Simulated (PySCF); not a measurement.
**A search over the determinants of GaB**

Unrestricted PBE0; PySCF, no relativity, basis sets Ga def2-TZVPP, B def2-TZVPP. Outer shells of the fragments: Ga 3d10 4s2 4p1; B 2s2 2p1.

Followed along the bond (rough minima from three points):

```tsv
2Ms+1	unpaired	⟨S²⟩ at the start	R at minimum (Å)	Te (eV)
3	σ ↑, π ↑	2.01	2.24	0.00
3	π ↑↑	2.07	2.04	0.01
1	σ ↓, π ↑	1.02	2.24	0.17
1	π ↑↓	1.01	2.05	0.22
1	none	0.00	2.08	0.98
```

Solutions found at the starting distance of 2.020 Å, counted from the lowest of them; the search is not exhaustive and high or unbound solutions are not listed, so other states can lie among these:

```json
{"2Ms+1": "3", "unpaired": "π ↑↑", "term": "³Σ⁻", "E (eV)": "0.00", "⟨S²⟩": "2.07", "⟨Lz²⟩": "0.00", "μ (D)": "-1.71"}
{"2Ms+1": "3", "unpaired": "σ ↑, π ↑", "term": "³Π", "E (eV)": "0.19", "⟨S²⟩": "2.01", "⟨Lz²⟩": "1.00", "μ (D)": "-0.85"}
{"2Ms+1": "1", "unpaired": "π ↑↓", "term": "mixed", "E (eV)": "0.22", "⟨S²⟩": "1.01", "⟨Lz²⟩": "2.02", "μ (D)": "-1.74"}
{"2Ms+1": "1", "unpaired": "σ ↓, π ↑", "term": "mixed", "E (eV)": "0.35", "⟨S²⟩": "1.02", "⟨Lz²⟩": "1.00", "μ (D)": "-1.01"}
{"2Ms+1": "1", "unpaired": "none", "term": "mixed", "E (eV)": "0.98", "⟨S²⟩": "0.00", "⟨Lz²⟩": "2.00", "μ (D)": "-1.59"}
{"2Ms+1": "3", "unpaired": "σ ↑↑, π ↑↓", "term": "mixed", "E (eV)": "2.13", "⟨S²⟩": "3.01", "⟨Lz²⟩": "2.01", "μ (D)": "-2.00"}
{"2Ms+1": "1", "unpaired": "σ ↓↓, π ↑↑", "term": "mixed", "E (eV)": "2.60", "⟨S²⟩": "2.01", "⟨Lz²⟩": "0.00", "μ (D)": "-2.10"}
{"2Ms+1": "3", "unpaired": "π ↑↑", "term": "mixed", "E (eV)": "2.93", "⟨S²⟩": "2.02", "⟨Lz²⟩": "2.01", "μ (D)": "0.10"}
{"2Ms+1": "3", "unpaired": "σ ↑, π ↑", "term": "³Π", "E (eV)": "3.10", "⟨S²⟩": "2.17", "⟨Lz²⟩": "1.01", "μ (D)": "-2.20"}
{"2Ms+1": "1", "unpaired": "σ ↓, π ↑", "term": "mixed", "E (eV)": "3.65", "⟨S²⟩": "1.03", "⟨Lz²⟩": "1.02", "μ (D)": "-2.31"}
```

A term symbol is given only where ⟨S²⟩ and ⟨Lz²⟩ are close to those of a pure state; real π, δ and φ orbitals otherwise mix terms. A positive dipole means Ga(−)B(+).

Problem. Compare the gap between the two lowest followed solutions at the starting distance with the gap between their minima.

Solution. At PBE0 the second solution (triplet, unpaired electrons π ↑↑) lies -0.19 eV from the first (triplet, unpaired electrons σ ↑, π ↑) at 2.020 Å and +0.01 eV at the minima; the two curves relax by different amounts, since their minima lie near 2.04 and 2.24 Å. A gap this small is a tie at this level.

Spin–orbit coupling is left out. Counting both spins, an empty level lies below a filled one in some of these solutions, because spin and occupation are held.
